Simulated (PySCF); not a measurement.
C3H7NS2Si.
Numbering: `[CH2:1]=[N:2][SiH:3]1[S:4][CH2:5][CH2:6][S:7]1`

Geometry (GFN2-xTB, Å), atoms numbered from 1 in this order:
```
atom  x, y, z in Å
C1    -2.8327   -1.0523    1.2394
N2    -1.6615   -0.7365    0.9391
Si3   -0.9395    0.2262   -0.2742
S4     0.5285   -0.9985   -1.2454
C5     1.9271   -0.3574   -0.2649
C6     1.8341    1.1412   -0.1088
S7     0.3077    1.6206    0.7691
H8    -2.9963   -1.7146    2.0841
H9    -3.7215   -0.7062    0.7097
H10   -1.6906    0.9099   -1.3161
H11    1.9129   -0.8564    0.7040
H12    2.8338   -0.6342   -0.8032
H13    2.6619    1.5201    0.4903
H14    1.8353    1.6377   -1.0797
```

Definitions: NICS(0) = −σiso at the ring centroid; NICS(1) = −σiso and NICS(1)zz = −σzz at ±1 Å along the ring normal z. Level: GIAO PBE0/pcSseg-1 (PySCF, non-relativistic, gas phase) on the GFN2-xTB geometry, one conformer.

Ring bond lengths (Å), with Mayer bond orders in brackets: Si3–S4 2.144 (0.97), S4–C5 1.824 (1.00), C5–C6 1.510 (1.01), C6–S7 1.825 (1.00), S7–Si3 2.142 (0.96).

Question: What do the NICS probes read (ppm)?

Answer: 
```csv
ring,type,NICS(0),"NICS(1), two faces","NICS(1)zz, two faces",rms pucker (Å),"centre to ring atoms, mean (Å)"
Si3–S4–C5–C6–S7,5-membered ring with 2 S and Si; formal bonds all single,-8.8,-5.4 / -4.4,-4.1 / -3.3,0.23,1.56
```

Question: What can be read from them?

Answer: 
- Si3–S4–C5–C6–S7: mean NICS(1)zz -3.7 ppm, shielded. Si3, C5, C6 have four or more neighbours, so the value isn't read as a sign of a π ring current.

Question: At the first NICS(1) probe listed for ring Si3–S4–C5–C6–S7, 1 Å off the ring, what do the in-plane components average?

Answer: The isotropic value is a third of the trace: (3 × -5.4 − (-4.1))/2 = -6.1 ppm.

Question: List the ring angles and the Hirshfeld charges of the ring atoms.

Answer: 
- Si3–S4–C5–C6–S7: Si3 101.2° (+0.324 e), S4 94.6° (-0.101 e), C5 110.9° (-0.070 e), C6 111.2° (-0.070 e), S7 94.7° (-0.103 e); sum 512.6° against 540° for a flat convex ring.

Question: What are the shieldings of the ring atoms and their hydrogens in the same run (means over atoms taken as equivalent)?

Answer: 
```tsv
atoms	environment	σ isotropic (ppm)	principal values of the symmetric part, first atom (ppm)
Si3	SiH silicon	338.7	282.2, 343.1, 390.9
S4 (×2)	sulfur bonded to C and Si	587.7	446.1, 564.9, 714.2
C5 (×2)	sp3 carbon bound to sulfur	144.6	116.5, 153.1, 167.9
H10	Si–H hydrogen	25.40	21.9, 22.0, 32.2
H11 (×2)	methylene hydrogen	28.59	23.1, 26.4, 36.5
H12 (×2)	methylene hydrogen	28.78	22.0, 26.7, 37.2
```
